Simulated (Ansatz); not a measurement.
Input file for Ansatz (an electronic-structure program): R-CAM-B3LYP/def2-TZVPP on F2HfO (SMILES [O]=[Hf]([F])[F]). Elements past Kr take the def2 small-core potentials; no spin–orbit coupling.

Ansatz 0.2 input:
```yaml
crystal:
  periodic: [false, false, false]
  atoms:
    - {symbol: Hf, position_ang: [0.01377142, -0.00159301, -0.38836676]}
    - {symbol: O, position_ang: [1.70631411, -0.00823304, 0.11574559]}
    - {symbol: F, position_ang: [-0.85154750, 1.65461506, 0.12995747]}
    - {symbol: F, position_ang: [-0.86843803, -1.64478901, 0.14276370]}
basis:
  gaussian:
    orbitals: def2-TZVPP
hamiltonian:
  xc: {name: CAM-B3LYP}
scf: {lower_state_search: off}
```

The log:

```
WARN ansatz: RAYON_NUM_THREADS=4 ignored (pool sized by the plan → 4); use --threads N
Functional definition: CAM-B3LYP
these checks for a lower state are left out or cut short: stability, starts, cluster_reference, orbital_swaps, neighbouring_geometries, increment
integrals: 0.06 GiB planned
821 factors; their error is unknown
integrals: 0.10 GiB planned
185 factors; integrals over basis functions are off by at most 3.1e-5 eV
mean field: 0.60 GiB planned
mean field evaluation 1: about -8777.5752 eV, gradient 9.5e1 eV
mean field evaluation 2: about -8621.3693 eV, gradient 2.5e2 eV
mean field evaluation 4: about -8791.6548 eV, gradient 3.0e1 eV
mean field evaluation 8: about -8792.9399 eV, gradient 8.2e-2 eV
mean field evaluation 16: about -8792.9677 eV, gradient 1.4e-4 eV
mean field -8792.96769792 eV, -323.1356028108 hartree, gradient 6.5e-6 eV, S^2 0.000000; 0 other end points of the search recorded, 0 dependent functions left out
reference -8792.96780953 eV, -323.1356069125 hartree; 19, 19 occupied and 130, 130 virtual orbitals, 821 factors
Total energy: -8792.96780953 eV, -323.1356069125 hartree
Checks for a lower state left out: stability, starts, cluster_reference, orbital_swaps, neighbouring_geometries, increment
```

The calculation finished and met its thresholds.

Cost: about 3 core-seconds (a rough figure).
